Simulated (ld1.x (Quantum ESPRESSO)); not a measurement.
# Transferability test, TM potential for silicon

- Element: silicon
- Generator: ld1.x (Quantum ESPRESSO) 7.5
- Type: norm-conserving Troullier–Martins (Kleinman–Bylander form)
- Functional: LDA (PZ)
- Relativity: scalar-relativistic
- Frozen core: [Ne]
- Valence charge: 4
- Reference configuration: 3s1 3p3
- Partial waves: 3s (bound): rc 1.55 bohr; 3p (bound): rc 1.50 bohr; 3d channel at 0.1 Ry: rc 1.25 bohr
- Local potential: all-electron potential smoothed inside 1.10 bohr (lloc = -2)
- Core correction: a·sin(br)/r model core inside 1.15 bohr

Energies are relative to the spin-unpolarised reference configuration 3s1 3p3; without spin polarisation the order of configurations can differ from experiment. Spin-polarised rows fill each open shell by Hund’s rule, majority spin first.

```
   valence configuration  charge  ΔE all-electron (eV)  error AE − PS (meV)
                 3s2 3p2       0                -6.807                 +1.8
                 3s2 3p1      +1                 1.022                 +1.5
                 3s2 3p0      +2                17.137                  +17
               3s2 3p2.3    -0.3                -7.763                 +2.8
                 3s0 3p4       0                 6.973                 +1.2
                 3s1 3p2      +1                 8.436                 +4.0
                 3s1 3p0      +3                51.281                  +66
3s2 3p2 (spin-polarised)       0                -7.418                 +6.7
```

Problem. What are ΔE and the potential's error for 3s1 3p3 (spin-polarised)?

Solution. ΔE = -3.073 eV all-electron; the error (AE − PS) is +28 meV.

Levels in the configuration 3s2 3p2:

| level | all-electron (eV) | pseudo (eV) |
| --- | --- | --- |
| 3s | -10.884 | -10.891 |
| 3p | -4.169 | -4.172 |
